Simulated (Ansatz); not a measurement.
A nudged elastic band was laid between two geometries of C₂H₉AlBN (14 atoms, charge 0, multiplicity 1).

All numbers below come from RKS LDA/def2-SVP (Ansatz 0.2.0).

| Item | Value |
| --- | --- |
| movable images | 9 |
| climbing image | yes |
| spring | 5.0 eV/Å² |
| optimiser | quadratic models (default) |
| start path | through a guess of the saddle point |
| force threshold | 0.03 eV/Å |
| iteration limit | 60 |
| end points | relaxed |

Initial state:

```xyz
14
Properties=species:S:1:pos:R:3
C -2.450 0.140 -0.368
B -1.309 -0.696 -1.027
N 0.049 -0.611 -0.644
Al 0.831 0.408 0.632
C 2.749 0.268 0.878
H -2.137 0.819 0.453
H -2.964 0.745 -1.150
H -3.239 -0.545 0.019
H -1.594 -1.477 -1.935
H 0.672 -1.228 -1.183
H -0.085 1.382 1.505
H 3.243 -0.447 0.186
H 3.234 1.261 0.744
H 2.987 -0.048 1.919
```

Final state:

```xyz
14
Properties=species:S:1:pos:R:3
C -2.261 -0.186 -1.149
B -1.039 -0.120 -0.191
N -0.420 -1.013 0.650
Al 0.804 0.281 1.142
C 2.547 0.340 0.289
H -2.746 -1.185 -1.156
H -3.023 0.572 -0.864
H -1.960 0.065 -2.190
H -0.434 1.022 -0.142
H -0.718 -1.980 0.793
H 0.478 1.111 2.473
H 2.555 -0.157 -0.705
H 2.898 1.388 0.157
H 3.308 -0.169 0.923
```

Problem. What changes between the two ends?

Solution. Bonds formed: B2–Al4. The dihedral C1–B2–N3–Al4 goes from 0 to -180°.

Problem. Give the energies along the band, and the barrier.

Solution. The run ended unconverged. The highest image is number 7 of 0 to 10, 0.87 eV above the first end and 1.01 eV above the last; the last end lies 0.15 eV below the first. The band didn't meet its force threshold, so its energies are provisional: the largest band force was still 0.10 eV/Å, and over the last iterations the top stayed at 0.87 eV. Neighbouring images lie up to 3.5 Å apart, so the band is torn or far too coarse.

```csv
image,path coordinate (Å),energy (eV),B2–Al4 (Å),dihedral C1–B2–N3–Al4 (°)
0,0.00,0.00,2.92,0
1,2.19,0.08,2.84,1
2,4.39,0.05,2.54,2
3,6.58,0.07,2.49,-1
4,8.78,0.04,2.50,3
5,10.97,0.07,2.62,5
6,13.17,0.08,2.97,-20
7,15.36,0.87,2.94,-86
8,18.84,-0.05,2.85,-173
9,22.31,0.00,2.82,-174
10,25.80,-0.15,2.31,-180
```

Time of the run: 6.9 min on 2 threads of Intel(R) Xeon(R) 6975P-C (Granite Rapids), on a shared host, peak memory 0.17 GiB.
